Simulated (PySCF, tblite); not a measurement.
Isomers of C9H7 (doublet state), one GFN2-xTB conformer each. Single-point energies are computed at B3LYP/pcH-1 (PySCF, gas phase, no added dispersion term), electronic only. GFN2-xTB treats the open shell by occupation alone, and not every SCF solution was tested for stability.

| SMILES | GFN2-xTB relative energy (kcal/mol) |
| --- | --- |
| C#CC1=[C]C=C/C1=C/C | 0.0 |
| C#CC([C]=CC)=C=C=C | 15.1 |

What does B3LYP/pcH-1 give for the same structures?

| SMILES | B3LYP/pcH-1 E (Eh) | B3LYP/pcH-1 (kcal/mol) | GFN2-xTB (kcal/mol) | point group |
| --- | --- | --- | --- | --- |
| C#CC1=[C]C=C/C1=C/C | -346.98994 | 0.0 | 0.0 | – |
| C#CC([C]=CC)=C=C=C | -346.96911 | 13.1 | 15.1 | C1 |

Both levels put the same isomer lowest. 

What happens when harmonic zero-point energies from GFN2-xTB frequencies are added?

| SMILES | ZPE (kcal/mol) | electronic (kcal/mol) | with ZPE (kcal/mol) |
| --- | --- | --- | --- |
| C#CC1=[C]C=C/C1=C/C | 74.7 | 0.0 | 0.0 |
| C#CC([C]=CC)=C=C=C | 71.8 | 13.1 | 10.2 |

The zero-point energies span 2.9 kcal/mol. The order is unchanged.
